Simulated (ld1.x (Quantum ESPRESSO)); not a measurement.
## Reading a pseudo-wave (boron (B))

Columns: radius, all-electron u(r) and pseudo u(r) of the 2s shell (level -9.44 eV) of boron in the configuration [He] 2s2 2p1; PBE, non-relativistic, RRKJ scheme, ld1.x (Quantum ESPRESSO) 7.5.

| r (bohr) | all-electron | pseudo |
| --- | --- | --- |
| 0.198 | 0.3006 | -0.0607 |
| 0.395 | 0.0944 | -0.1530 |
| 0.593 | -0.1855 | -0.2876 |
| 0.790 | -0.4176 | -0.4436 |
| 0.988 | -0.5826 | -0.5865 |
| 1.185 | -0.6823 | -0.6848 |
| 1.383 | -0.7287 | -0.7309 |
| 1.580 | -0.7350 | -0.7354 |
| 1.778 | -0.7136 | -0.7136 |
| 1.975 | -0.6746 | -0.6746 |
| 2.173 | -0.6250 | -0.6250 |
| 2.370 | -0.5707 | -0.5707 |
| 2.568 | -0.5149 | -0.5149 |
| 2.765 | -0.4606 | -0.4606 |
| 2.963 | -0.4088 | -0.4088 |
| 3.160 | -0.3611 | -0.3611 |
| 3.358 | -0.3172 | -0.3172 |
| 3.555 | -0.2778 | -0.2778 |
| 3.753 | -0.2424 | -0.2424 |
| 3.950 | -0.2111 | -0.2111 |
| 4.148 | -0.1833 | -0.1833 |
| 4.345 | -0.1590 | -0.1590 |
| 4.542 | -0.1376 | -0.1376 |
| 4.740 | -0.1189 | -0.1189 |
| 4.938 | -0.1026 | -0.1026 |
| 5.135 | -0.0884 | -0.0884 |

**Question.** How many radial nodes do the two functions have?

**Answer.** The all-electron 2s function has n − l − 1 = 1; the pseudo-wave has 0, since the states of the same l below it are removed with the core.

**Question.** At about which radius was the pseudo-wave matched?

**Answer.** 1.70 bohr, where the columns begin to agree (steps of 0.20 bohr).

**Question.** Is the pseudo-wave norm-conserving?

**Answer.** Yes: the RRKJ scheme keeps the norm inside the radius equal to the all-electron one, which fixes the energy derivative of the logarithmic derivative at the level.
